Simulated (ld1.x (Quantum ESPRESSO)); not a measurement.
**What one change does to a pseudopotential (molybdenum (Mo), TM)**

```json
{"Element": "molybdenum (Mo)", "Generator": "ld1.x (Quantum ESPRESSO) 7.5", "Type": "norm-conserving Troullier–Martins (Kleinman–Bylander form)", "Functional": "revPBE", "Relativity": "scalar-relativistic", "Frozen core": "[Kr]", "Valence charge": "6", "Reference configuration": "4d5.5 5s0.5 5p0", "Partial waves": "5s (bound): rc 2.60 bohr; 5p (bound, empty): rc 4.20 bohr; 4d (bound): rc 1.60 bohr", "Local potential": "all-electron potential smoothed inside 1.30 bohr (lloc = -1)", "Core correction": "none"}
```

All-electron outer shells of the reference configuration (revPBE, scalar-relativistic, ld1.x):

```json
{"shell": "4s", "level (eV)": "-63.12", "outermost node (bohr)": "0.51", "outermost maximum (bohr)": "0.99"}
{"shell": "4p", "level (eV)": "-37.33", "outermost node (bohr)": "0.52", "outermost maximum (bohr)": "1.08"}
{"shell": "5s", "level (eV)": "-3.64", "outermost node (bohr)": "1.35", "outermost maximum (bohr)": "3.00"}
{"shell": "4d", "level (eV)": "-2.90", "outermost node (bohr)": "0.53", "outermost maximum (bohr)": "1.40"}
{"shell": "5p", "level (eV)": "-0.85", "outermost node (bohr)": "1.55", "outermost maximum (bohr)": "4.37"}
```

Change: wave 5s (bound): rc 2.60 bohr becomes 5s (bound): rc 4.02 bohr.

Cutoffs: the cutoffs (Ry, on a coarse ladder) from which the occupation-weighted sum of valence levels, in a spherical-Bessel basis at the reference potential, stays within 10 and 1 mRy of its value at 400 Ry; they do not see the model core or the augmentation charge, which bear on the density cutoff. Errors are all-electron minus pseudo energies relative to the spin-unpolarised reference configuration.

Q: How do hardness, ghosts and transferability respond?

A: The potential gets neither clearly harder nor softer (40 Ry and 50 Ry → 40 Ry and 50 Ry); both files keep a bound ghost (p, s); of the 6 tests that both files solve, the error grows in 2 and shrinks in 3 by more than 15 % and 0.3 meV (median size 25.2 → 9.6 meV).

```tsv
quantity	base	changed
cutoff, loose	40 Ry	40 Ry
cutoff, tight	50 Ry	50 Ry
bound ghosts	s, p	s, p
tests counted (converged, no solver errors)	6 of 7	6 of 7
error for 4d5 5s1 5p0, meV [ΔE -0.26 eV]	-5.6	+4.2
error for 4d5 5s0 5p0, meV [ΔE 6.51 eV]	+18	+8.2
error for 4d4 5s0 5p0, meV [ΔE 21.88 eV]	+32	-11
error for 4d5 5s0.5 5p0, meV [ΔE 2.41 eV]	+0.4	+3.8
error for 4d4 5s2 5p0, meV [ΔE -0.04 eV]	-66	+64
error for 4d2 5s0 5p0, meV [ΔE 87.99 eV]	-303	-450
s: phases at 4.57 bohr within 0.05 rad from the reference energy up to (Ry; the scan ends near 5)	0.6	0.4
p: phases at 4.57 bohr within 0.05 rad from the reference energy up to (Ry; the scan ends near 5)	1.0	1.0
d: phases at 4.57 bohr within 0.05 rad from the reference energy up to (Ry; the scan ends near 5)	2.6	2.6
```

Base: Tests not counted: 4d4 5s1 5p1 (solver errors, printed error -10.3 eV). Changed file: Tests not counted: 4d4 5s1 5p1 (solver errors, printed error -9.3 eV). These tests converged, but a pseudo level misses the all-electron one widely, so the file describes the atom poorly there or has found another state: 4d4 5s0 5p0: empty 5s by 2.1 eV (a node warning on the way). A true bound ghost makes a file unfit for plane-wave use even where its test errors are small: the radial tests pick states by their node count and pass the ghost by. Where a test does run into it, the solver fails or the error is huge.
